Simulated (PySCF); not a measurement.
Geometries of 2 isomers of C6H9F, from PySCF, PBE0-D3(BJ)/def2-SVP geometry optimisation, gas phase. One conformer each, no zero-point energy, no frequencies.

**Question.** Which isomer lies lower at this level?
A.
```xyz
16
angstrom
C      2.124    0.796    0.015
C      1.149   -0.321    0.275
C      0.559   -1.121   -0.857
F      0.389   -2.458   -0.684
C     -0.291   -0.203   -0.091
C     -1.599   -0.281    0.585
C     -1.286    0.856   -0.365
H      3.155    0.419   -0.067
H      1.879    1.324   -0.920
H      2.101    1.540    0.827
H      1.338   -0.924    1.172
H      0.844   -0.877   -1.888
H     -2.298   -1.053    0.249
H     -1.646   -0.059    1.656
H     -1.111    1.846    0.067
H     -1.785    0.866   -1.339
```
B.
```xyz
16
angstrom
C     -1.720    1.541   -0.707
C     -1.076    0.541   -0.079
C     -1.783   -0.384    0.868
C      0.351    0.336   -0.322
C      1.112   -0.617    0.234
C      2.564   -0.789   -0.046
F      3.033    0.145   -0.929
H     -1.195    2.207   -1.398
H     -2.786    1.721   -0.550
H     -2.843   -0.114    0.974
H     -1.728   -1.427    0.516
H     -1.320   -0.357    1.868
H      0.831    1.029   -1.020
H      0.688   -1.339    0.941
H      2.758   -1.795   -0.464
H      3.148   -0.711    0.891
```

**Answer.** B. That is `C=C(C)/C=C/CF`, 13.1 kcal/mol below the other.

```csv
SMILES,atoms numbered as above,E (Eh),relative (kcal/mol),relative (kJ/mol),dipole (D)
C=C(C)/C=C/CF,[CH2:1]=[C:2]([CH3:3])/[CH:4]=[CH:5]/[CH2:6][F:7],-333.23968,0.0,0.0,1.86
C[C@@H]1[C@@H](F)C12CC2,[CH3:1][C@@H:2]1[C@@H:3]([F:4])[C:5]12[CH2:6][CH2:7]2,-333.21886,13.1,54.6,1.69
```

As drawn, the lower has a C=C bond outside aromatic rings, which the higher lacks; the higher has a three-membered ring and a quaternary carbon, which the lower lacks.
